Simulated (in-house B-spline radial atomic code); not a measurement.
The ruthenium ion Ru⁷⁺: [Kr] 4d1

Level of theory: non-relativistic Hartree-Fock with fractional occupations, spin-polarised, spherical fractional occupations, point nucleus; calculated with a B-spline radial code for spherical atoms.

Effective charges: Z_r = [3n² - l(l+1)]/(2<r>) from the radius, Z_e = n√(-2ε) from the energy, and Slater's rules. Values are occupation-weighted means over spin.

| shell | electrons | ε (eV) | <r> (bohr) | Z_r | Z_e | Slater |
| --- | --- | --- | --- | --- | --- | --- |
| 1s | 2 | -21763 | 0.03462 | 43.32 | 39.99 | 43.70 |
| 2s | 2 | -3250.6 | 0.1506 | 39.85 | 30.91 | 39.85 |
| 2p | 6 | -3007.8 | 0.1292 | 38.71 | 29.74 | 39.85 |
| 3s | 2 | -697.51 | 0.4113 | 32.82 | 21.48 | 32.75 |
| 3p | 6 | -600.53 | 0.4052 | 30.85 | 19.93 | 32.75 |
| 3d | 10 | -423.27 | 0.3815 | 27.52 | 16.73 | 22.85 |
| 4s | 2 | -193.98 | 1.002 | 23.96 | 15.10 | 16.25 |
| 4p | 6 | -159.49 | 1.061 | 21.68 | 13.70 | 16.25 |
| 4d | 1 | -96.434 | 1.257 | 16.71 | 10.65 | 8.00 |

The least bound orbital is 4d up at -96.43 eV, and it is also the most diffuse (<r> = 1.257 bohr).

Caution: exact exchange at fractional occupations of open shells leaves self-interaction of up to several eV.
